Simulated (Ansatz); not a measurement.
```yaml
crystal:
  periodic: [false, false, false]
  atoms:
    - {symbol: F, position_ang: [0.560308, -1.691241, 0.918604]}
    - {symbol: C, position_ang: [1.079831, -0.768370, 0.045573]}
    - {symbol: C, position_ang: [0.266381, 0.506141, 0.119103]}
    - {symbol: F, position_ang: [0.396165, 1.070423, 1.340677]}
    - {symbol: F, position_ang: [0.762985, 1.366231, -0.794649]}
    - {symbol: D, position_ang: [-1.230849, 0.299478, -0.129149]}
    - {symbol: F, position_ang: [-1.848211, 1.491476, -0.160066]}
    - {symbol: F, position_ang: [-1.395220, -0.299686, -1.328620]}
    - {symbol: H, position_ang: [2.110081, -0.539173, 0.328108]}
    - {symbol: H, position_ang: [1.042239, -1.169084, -0.968988]}
    - {symbol: H, position_ang: [-1.678310, -0.323296, 0.649908]}
basis:
  gaussian: {orbitals: STO-3G, fitting: {mean_field: cc-pVTZ-jkfit}, point_charges: [{charge: -1.00, position_ang: [4.805, 0.734, 0.558]}]}
total_charge: -1
magnetization: {spin_polarized: true, initial_magnetization: 1}
hamiltonian: {xc: {name: B2PLYP}, pseudopotentials: {relativity: scalar}}
output: {forces: true}
```

```sh
$ ansatz run in.yaml --threads 4 --pin off --events-out ev --progress --plain --max-ram 11315MiB
```

Shortened log:

```
Error: YAML parse error: error: line 9 column 16: `D` is not an element symbol (H … Og, case-exact)
 7 |     - {symbol: F, position_ang: [0.396165, 1.070423, 1.340677]}
 8 |     - {symbol: F, position_ang: [0.762985, 1.366231, -0.794649]}
 9 |     - {symbol: D, position_ang: [-1.230849, 0.299478, -0.129149]}
10 |     - {symbol: F, position_ang: [-1.848211, 1.491476, -0.160066]}
11 |     - {symbol: F, position_ang: [-1.395220, -0.299686, -1.328620]}
```

Q: What is wrong with this run?

A: An element symbol is wrong. The program refused the input.
